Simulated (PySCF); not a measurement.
Isomers of C6H6N2S. Computed with PySCF 2.14.0, density-fitted response routines, TDDFT PBE0/def2-SVPD, vertical, gas phase, core orbitals frozen in the response. Geometries: GFN2-xTB; one conformer of each isolated species. Triplets are in the Tamm–Dancoff approximation.

A. `c1(C(C)=S)ncccn1`
B. `CC(=S)c1ccnnc1`
C. `C#Cc1nsnc1CC`

Lowest singlet levels (six at most, fewer where fewer were computed) with oscillator strengths:

1. 258 nm (f 0.000); 252 nm (f 0.265); 234 nm (f 0.001); 214 nm (f 0.000); 209 nm (f 0.020); 204 nm (f 0.003); T1 3.41 eV
2. 604 nm (f 0.000); 510 nm (f 0.005); 327 nm (f 0.002); 281 nm (f 0.171); 272 nm (f 0.104); 265 nm (f 0.012); T1 1.60 eV
3. 731 nm (f 0.000); 375 nm (f 0.000); 342 nm (f 0.000); 277 nm (f 0.003); 273 nm (f 0.378); 258 nm (f 0.000); T1 1.23 eV

Task: Which spectrum belongs to which structure?

Result: 1 = C, 2 = B, 3 = A.
- A: S1 at 1.70 eV, HOMO→LUMO (99%); Löwdin shares by element: HOMO sulfur 72%, carbon 14% or more, nitrogen 5% or more; LUMO carbon 41% or more, sulfur 32% (atoms not listed hold the other 26%); HOMO -6.19 and LUMO -2.93 eV; point group Cs, 4 of its 6 listed states under f = 0.0005.
- B: S1 at 2.05 eV, HOMO→LUMO (56%), HOMO-1→LUMO (42%); Löwdin shares by element: HOMO nitrogen 44%, sulfur 32%, carbon 5% or more (atoms not listed hold the other 18%); LUMO carbon 33% or more, sulfur 31%, nitrogen 9% or more (atoms not listed hold the other 26%); HOMO -6.88 and LUMO -3.31 eV.
- C: S1 at 4.80 eV, HOMO-1→LUMO (89%), HOMO-3→LUMO (9%); Löwdin shares by element: HOMO carbon 43% or more, sulfur 29% (atoms not listed hold the other 28%); LUMO nitrogen 41%, sulfur 22%, carbon 13% or more (atoms not listed hold the other 24%); HOMO -7.40 and LUMO -1.87 eV.
